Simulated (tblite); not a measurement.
C2H13NSi4.
Numbering: `[SiH3:1][NH:2][SiH:3]1[SiH2:4][CH2:5][CH2:6][SiH2:7]1` (hydrogens: H8, H9, H10 on Si1; H11 on N2; H12 on Si3; H13, H14 on Si4; H15, H16 on C5; H17, H18 on C6; H19, H20 on Si7)

Geometry (GFN2-xTB, Å), atoms numbered from 1 in this order:
```xyz
20
C2H13NSi4 angstrom
Si     2.9552   -0.2054    0.3369
N      2.0636    0.1935   -1.0879
Si     0.3344    0.2438   -1.3410
Si    -0.7448    1.7975    0.0136
C     -2.1466    0.6490    0.6447
C     -1.6727   -0.7775    0.9473
Si    -0.8162   -1.6187   -0.5489
H      2.1676    0.2792    1.4689
H      3.1568   -1.6554    0.4576
H      4.2484    0.4714    0.2314
H      2.6185    0.2393   -1.9256
H      0.2577    0.4921   -2.7962
H     -1.3883    2.9728   -0.5956
H     -0.0195    2.3235    1.1812
H     -2.9341    0.6025   -0.1129
H     -2.6142    1.0713    1.5368
H     -0.9704   -0.7447    1.7851
H     -2.5212   -1.3740    1.2898
H     -0.1086   -2.8087   -0.0518
H     -1.8706   -2.1409   -1.4363
```

Level: GFN2-xTB in tblite, geometry and Hessian alike; calculated harmonic values, unscaled, isolated species. Errors from tens to a few hundred cm⁻¹ against measured bands are possible. Modes of hydrogen on silicon can be 10 to 20 % off. One conformer, not necessarily the lowest.

Harmonic wavenumbers (cm⁻¹): 30.6, 41.6, 50.3, 106.0, 152.1, 183.8, 218.2, 235.2, 279.8, 329.4, 357.7, 395.2, 417.1, 440.7, 512.9, 537.5, 552.9, 565.7, 571.4, 618.1, 619.9, 646.4, 671.4, 701.3, 746.8, 763.9, 771.7, 799.4, 809.4, 813.7, 823.5, 834.0, 976.2, 1055.7, 1072.5, 1138.4, 1190.5, 1288.2, 1292.8, 1492.9, 1502.8, 2083.5, 2154.4, 2166.0, 2179.5, 2181.2, 2200.4, 2251.3, 2264.3, 2935.9, 2944.2, 2959.8, 2969.6, 3487.8.

A = 1582, B = 838.1, C = 711.7 MHz; mass 163.013 u (most abundant isotopes); point group C1, symmetry number 1.

Problem. Zero-point energy?

Solution. ½Σν̃ = 29693 cm⁻¹ = 84.90 kcal/mol.

Problem. What is S at 200 K and 1 bar for an ideal gas of classical rigid rotors and harmonic oscillators?

Solution. Translation 39.22, rotation 29.02, vibration 27.22: S = 95.5 cal/(mol K).

Problem. And Cp and H(200 K) − H(0)?

Solution. Cp = 36.54 cal/(mol K), of which vibrations give 28.59 (their classical limit is 54 R = 107.3); H(200 K) − H(0) = 4.41 kcal/mol without the zero-point energy, 2.82 from vibrations.

Problem. Which modes carry the vibrational entropy at 200 K?

Solution. 30.6 cm⁻¹: 5.00; 41.6 cm⁻¹: 4.39; 50.3 cm⁻¹: 4.02; 106.0 cm⁻¹: 2.57; 152.1 cm⁻¹: 1.90; 183.8 cm⁻¹: 1.57 cal/(mol K); the other 48 give 7.77 together.

Problem. What must be added to the electronic energy to get the Gibbs energy at 200 K and 1 bar?

Solution. ZPE + [H(200 K) − H(0)] − T·S = 84.90 + 4.41 − 19.09 = 70.22 kcal/mol.

Problem. Blend soft modes into free rotors: weight 1/[1 + (100 cm⁻¹/ν̃)⁴] for the oscillator and the rest for a rotor with moment μB/(μ + B), μ = h/(8π²ν), B = 10⁻⁴⁴ kg m². What vibrational entropy results?

Solution. 24.04 cal/(mol K) in place of 27.22, which changes −T·S at 200 K by +0.64 kcal/mol.

Problem. How do the functions run with temperature in this model?

Solution. 
```csv
T (K),S (cal/(mol K)),Cp (cal/(mol K)),H − H(0) (kcal/mol),G − H(0) (kcal/mol),ln q(vib)
100,75.9,21.8,1.51,-6.08,3.05
300,113.0,50.2,8.77,-25.11,10.17
500,143.4,68.9,20.85,-50.85,17.17
800,179.6,85.1,44.18,-99.54,26.73
1000,199.4,92.1,61.94,-137.50,32.42
```

q(vib) and H(0) count from the zero-point level.

Hindered rotation and anharmonicity are outside this model. Other conformers, if any are populated, would add a mixing term that is left out. The structure is chiral; the term R ln 2 for an equal mix with its mirror image is left out.

Hardware: one thread of an Intel Xeon at 2.50 GHz, on a shared host. Cost: 3.8 s of wall time. The figure is for the frequency step alone.
